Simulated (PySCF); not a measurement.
How the numbers were obtained: geometry from GFN2-xTB, σ from GIAO-PBE0/pcSseg-1, in PySCF 2.14 (a single conformation, fast rotation and ring inversion assumed for equivalent nuclei, no relativistic terms, in vacuum).

δ = σ(ref) − σ, references computed at the same level: TMS for ¹H and ¹³C. Acid and N–H amide carbonyl carbons lie up to 10 ppm further downfield in solution (hydrogen bonding). Shifts are as computed. Against solution values, carbons near 30 ppm lie about +3 ppm off and those near 130 ppm about +5 ppm. Of 1211 compounds with measured shifts, 218 miss one by over three times the rms of a fit or turn the order of signals round; such compounds aren't used in these exercises. OH and NH positions are gas-phase values without hydrogen bonding to other molecules.

(1) Order these molecules by the shift of their most deshielded carbon, lowest δ first.
A. C=COC=C
B. C#COCC
C. O=C1CCC1
D. N#C[C@H]1C[Si@@H](NC=O)C1
E. C/C=C/C=O

(2) Order these molecules by the shift of their most shielded carbon, lowest δ first.
A. C/C=C/C=O
B. C#COCC
C. O=C1CCC1
D. C=C[C@@H](N=C)O[SiH2]C#N

(3) How many ¹³C and ¹H signals does each give (equivalence by symmetry and fast rotation, but not about amide C–N or C=N bonds)? `C#COCC`, `C=C[C@@H](N=C)O[SiH2]C#N`, `C=COC=C`, `O=C1CCC1`, `N#C[C@H]1C[Si@@H](NC=O)C1`, `C/C=C/C=O`, `CC(C)=C=O`

Results:

(1) B (94.1 ppm, alkyne carbon), A (157.8 ppm, alkene carbon bearing oxygen), D (171.5 ppm, amide carbonyl carbon), E (196.0 ppm, aldehyde carbonyl carbon), C (213.8 ppm, ketone carbonyl carbon).

(2) C (10.1 ppm, sp3 CH2 in a ring), B (15.8 ppm, methyl carbon), A (23.2 ppm, allylic methyl carbon), D (100.2 ppm, allylic sp3 CH bonded to N and O).

(3) C#COCC: 4 C, 3 H; C=C[C@@H](N=C)O[SiH2]C#N: 5 C, 8 H; C=COC=C: 2 C, 3 H; O=C1CCC1: 3 C, 2 H; N#C[C@H]1C[Si@@H](NC=O)C1: 4 C, 6 H; C/C=C/C=O: 4 C, 4 H; CC(C)=C=O: 3 C, 1 H.
